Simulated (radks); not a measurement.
All-electron atom: the magnesium ion Mg2+ in [Ne]. Method: non-relativistic Kohn-Sham, B86b exchange with PBE correlation, spin-polarised, spherical densities, point nucleus; computed with a radial shooting solver on a logarithmic mesh with Libxc functionals.

Unscreened Slater integrals over Kohn-Sham orbitals (hartree). They are taken over the spin-up orbitals.

F0(2p,2p): 1.3524
F2(2p,2p): 0.61170
F0(2p,2s): 1.3215
G1(2p,2s): 0.79396
F0(2p,1s): 1.9332
G1(2p,1s): 0.23899
F0(2s,2s): 1.3051
F0(2s,1s): 1.8528
G0(2s,1s): 0.14173
F0(1s,1s): 7.1924
